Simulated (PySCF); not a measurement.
Species: C₇H₁₁N₃.
Numbering: `[CH2:1]=[CH:2][CH2:3][n:4]1[cH:5][n:6][n:7][c:8]1[CH2:9][CH3:10]`

Probes without a nucleus sit at each ring's centroid and 1 Å off its mean plane on both sides; NICS is minus the shielding there, NICSzz its component along the normal. Level: GIAO PBE0/pcSseg-1 (PySCF, non-relativistic, gas phase) on the GFN2-xTB geometry, one conformer.

Ring bond lengths (Å), with Mayer bond orders in brackets: N4–C5 1.363 (1.15), C5–N6 1.296 (1.65), N6–N7 1.344 (1.22), N7–C8 1.302 (1.60), C8–N4 1.371 (1.07).

Q: Give the NICS values of each ring in ppm.

A: 
```csv
ring,type,NICS(0),"NICS(1), two faces","NICS(1)zz, two faces",rms pucker (Å),"centre to ring atoms, mean (Å)"
N4–C5–N6–N7–C8,5-membered ring with 3 N; formal bonds all aromatic,-11.2,-11.0 / -11.2,-29.2 / -29.2,0.00,1.14
```

Q: What can be read from them?

A: 
- N4–C5–N6–N7–C8: mean NICS(1)zz -29.2 ppm, shielded, aromatic by this magnetic criterion (flat ring, no four-coordinate atom).

Q: How equal are the bonds by HOMA? HOMA = 1 − mean of α(R − Ropt)² over the ring bonds, with Krygowski's 1993 parameters (CN: Ropt 1.334 Å, α 93.52 Å⁻²; NN: Ropt 1.309 Å, α 130.33 Å⁻²).

A: 
- N4–C5–N6–N7–C8: HOMA 0.88; the largest term is that of N6–N7, α(R − Ropt)² = 0.16. The geometric and the magnetic index point the same way.

Q: Give the inner angles of the rings and the Hirshfeld charges of the ring atoms.

A: 
- N4–C5–N6–N7–C8: N4 103.6° (-0.012 e), C5 110.7° (+0.025 e), N6 107.6° (-0.171 e), N7 108.4° (-0.170 e), C8 109.6° (+0.089 e); sum 540.0° against 540° for a flat convex ring.

On Arm Neoverse V1, one thread (shared host), this took 48 s and 1.0 GiB of memory at its peak. This is the whole shielding run at PBE0/pcSseg-1, SCF included.

Shape of the structure used: `[CH2:1]=[CH:2][CH2:3][n:4]1[cH:5][n:6][n:7][c:8]1[CH2:9][CH3:10]`: C1–C2–C3–N4 -129°, C2–C3–N4–C5 -94°, N7–C8–C9–C10 -95°.
